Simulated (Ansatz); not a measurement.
`C[Se][BH][GeH3]` + `BO` → `B[O][GeH3]` + `B[Se]C` at 298.15 K and 1 bar (cleavage of the Ge–B bond).

Isolated molecules relaxed with PBE0-D4/def2-TZVP in Ansatz; ΔE leaves out vibrations. CCSD(T)/CBS is the MP2 limit (def2-TZVPP, def2-QZVPP) plus CCSD(T) − MP2 in def2-TZVPP, frozen cores. This one scheme is used for every species. For Ge, Se outer-core shells are correlated without core-valence functions, which leaves a few kJ/mol of doubt a bond. Scalar relativity is left out up to krypton. Each species was taken in one conformer, which may not be the lowest.

```tsv
species	CCSD(T)/CBS energy (Eh)	H − E (kJ/mol)	S (J/(mol·K))
`C[Se][BH][GeH3]`	-4543.88078	216.2	374.9
`BO`	-101.80414	103.5	230.4
`B[O][GeH3]`	-2179.12438	144.5	304.9
`B[Se]C`	-2466.56684	169.4	301.6
```

H − E and S are ideal-gas, rigid-rotor, harmonic terms from PBE0-D4/def2-TZVP, for one conformer and one mirror image of each species. 1 Eh = 2625.50 kJ/mol, R = 8.31446 J/(mol·K).

Problem. By hand: ΔE, ΔH, ΔS and ΔG.

Solution. ΔE = (-2179.12438) + (-2466.56684) − (-4543.88078) − (-101.80414) = -0.00630 Eh = -16.5 kJ/mol. Δ(H − E) = 144.5 + 169.4 − 216.2 − 103.5 = -5.8, so ΔH = -22.3 kJ/mol. ΔS = 304.9 + 301.6 − 374.9 − 230.4 = 1.2 J/(mol·K). ΔG = -22.3 − 298.15 × (1.2)/1000 = -22.7 kJ/mol.

Problem. By hand: the equilibrium constant, and the temperature at which ΔG would vanish if ΔH and ΔS stayed fixed.

Solution. log₁₀ K = −ΔG/(RT ln 10) = 4.0. ΔH and −TΔS have one sign here, so there is no such temperature. One of them is within its doubt of zero, so this could turn.

The number of gas molecules stays the same, so ΔS is small and ΔH decides. A doubt of 5 kJ/mol in ΔE shifts log₁₀ K by 0.9 here. Other conformers and mirror images would add mixing entropy, several J/(mol·K) or more a flexible species. These are equilibria of isolated gas molecules and say nothing of rates. Largest T1 diagnostic: 0.014 (customary marks: 0.02 for closed shells, 0.045 for open ones).
